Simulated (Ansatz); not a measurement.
`P[SiH]1CN1` + `CNC` → `CN(C)P` + `C1N[SiH2]1` at 400 K and 1 bar (cleavage of the P–Si bond).

Calculated with Ansatz (gas phase, PBE0-D4/def2-TZVP geometries, no zero-point term in ΔE). CCSD(T)/CBS is the MP2 limit (def2-TZVPP, def2-QZVPP) plus CCSD(T) − MP2 in def2-TZVPP, frozen cores. Each species was taken in one conformer, which may not be the lowest.

```json
{"species": "`P[SiH]1CN1`", "CCSD(T)/CBS energy (Eh)": "-726.34548", "H − E (kJ/mol)": "210.5", "S (J/(mol·K))": "355.5"}
{"species": "`CNC`", "CCSD(T)/CBS energy (Eh)": "-135.00321", "H − E (kJ/mol)": "264.6", "S (J/(mol·K))": "293.2"}
{"species": "`CN(C)P`", "CCSD(T)/CBS energy (Eh)": "-476.53702", "H − E (kJ/mol)": "292.3", "S (J/(mol·K))": "346.3"}
{"species": "`C1N[SiH2]1`", "CCSD(T)/CBS energy (Eh)": "-384.79623", "H − E (kJ/mol)": "175.1", "S (J/(mol·K))": "290.7"}
```

H − E and S are ideal-gas, rigid-rotor, harmonic terms from PBE0-D4/def2-TZVP, for one conformer and one mirror image of each species. 1 Eh = 2625.50 kJ/mol, R = 8.31446 J/(mol·K).

Problem. By hand: ΔE, ΔH, ΔS and ΔG.

Solution. ΔE = (-476.53702) + (-384.79623) − (-726.34548) − (-135.00321) = 0.01544 Eh = 40.5 kJ/mol. Δ(H − E) = 292.3 + 175.1 − 210.5 − 264.6 = -7.7, so ΔH = 32.8 kJ/mol. ΔS = 346.3 + 290.7 − 355.5 − 293.2 = -11.7 J/(mol·K). ΔG = 32.8 − 400 × (-11.7)/1000 = 37.5 kJ/mol.

Problem. By hand: the equilibrium constant, and the temperature at which ΔG would vanish if ΔH and ΔS stayed fixed.

Solution. log₁₀ K = −ΔG/(RT ln 10) = -4.9. ΔH and −TΔS have one sign here, so there is no such temperature.

The number of gas molecules stays the same, so ΔS is small and ΔH decides. A doubt of 5 kJ/mol in ΔE shifts log₁₀ K by 0.7 here. Other conformers and mirror images would add mixing entropy, several J/(mol·K) or more a flexible species. These are equilibria of isolated gas molecules and say nothing of rates. Largest T1 diagnostic: 0.014 (customary marks: 0.02 for closed shells, 0.045 for open ones).

ΔS is within the doubt of such terms, so its sign, and with it that verdict, could turn.
